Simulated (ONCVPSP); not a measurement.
**Be (Z = 4) ONCV: all-electron and pseudo phase curves**

```
Element                 : beryllium
Generator               : ONCVPSP 4.0.1
Type                    : optimised norm-conserving Vanderbilt (ONCV)
Functional              : PW91
Relativity              : scalar-relativistic
Frozen core             : [He]
Valence charge          : 2
Reference configuration : 2s2
Partial waves           : 2s: rc 1.40 bohr, ncon 4, nbas 8, qcut 4.9 1/bohr, 1 projector; p scattering state at 0.02 Ha: rc 1.35 bohr, ncon 4, nbas 9, qcut 6.3 1/bohr, 2 projectors, debl 1.2 Ha; d scattering state at 0.07 Ha: rc 1.05 bohr, ncon 4, nbas 9, qcut 9.6 1/bohr, 2 projectors, debl 2.2 Ha
Local potential         : polynomial inside 1.05 bohr (lpopt 3, dvloc0 3 Ha)
Core correction         : Teter function fitted to the true core (icmod 2), fcfact 0.75
```

The phase is arctan(r·R′/R) of the radial function R(r), unwrapped; energies in Ha, scanned from -2 to 5 Ha. A pole is an energy at which the radial function vanishes at the test radius. The pseudo phase is shifted by a multiple of π to meet the all-electron one at the reference energy, and phase errors are pseudo minus all-electron; the curves can meet again beyond the range given. Levels narrower than the energy grid can be missing from the lists of poles.

Problem. For each channel, where are the poles, and over which energies does the pseudopotential scatter like the atom?

Solution.

| channel | radius (bohr) | reference energy (Ha) | poles, all-electron | poles, pseudo | unbroken range about the reference energy with phases within 0.05 rad | phase error 1 Ha above the reference energy (rad) |
| --- | --- | --- | --- | --- | --- | --- |
| s | 1.42 | -0.21 | 3.80 | 2.73 | below 1.4 | -0.030 |
| p | 1.37 | 0.02 | 2.67 | 2.67 | the whole range | +0.000 |
| d | 1.06 | 0.07 | none | none | the whole range | +0.000 |

Phases in the s channel:

```csv
E (Ha),all-electron,pseudo
-1.98,1.006,0.974
-1.80,0.961,0.930
-1.62,0.907,0.879
-1.44,0.843,0.819
-1.26,0.767,0.745
-1.08,0.674,0.656
-0.90,0.561,0.547
-0.72,0.424,0.414
-0.54,0.259,0.254
-0.36,0.069,0.068
-0.18,-0.136,-0.136
0.00,-0.342,-0.344
0.18,-0.532,-0.539
0.36,-0.698,-0.712
0.54,-0.836,-0.857
0.72,-0.950,-0.977
0.90,-1.043,-1.076
1.08,-1.120,-1.159
1.26,-1.184,-1.228
1.44,-1.238,-1.287
1.62,-1.283,-1.338
1.80,-1.323,-1.384
1.98,-1.357,-1.425
2.16,-1.388,-1.462
2.34,-1.415,-1.497
2.52,-1.440,-1.531
2.70,-1.462,-1.565
2.88,-1.483,-1.598
3.06,-1.502,-1.633
3.24,-1.520,-1.671
3.42,-1.537,-1.713
3.60,-1.553,-1.761
3.78,-1.569,-1.819
3.96,-1.584,-1.893
4.14,-1.599,-1.990
4.32,-1.614,-2.130
4.50,-1.629,-2.339
4.68,-1.645,-2.660
4.86,-1.660,-3.096
```
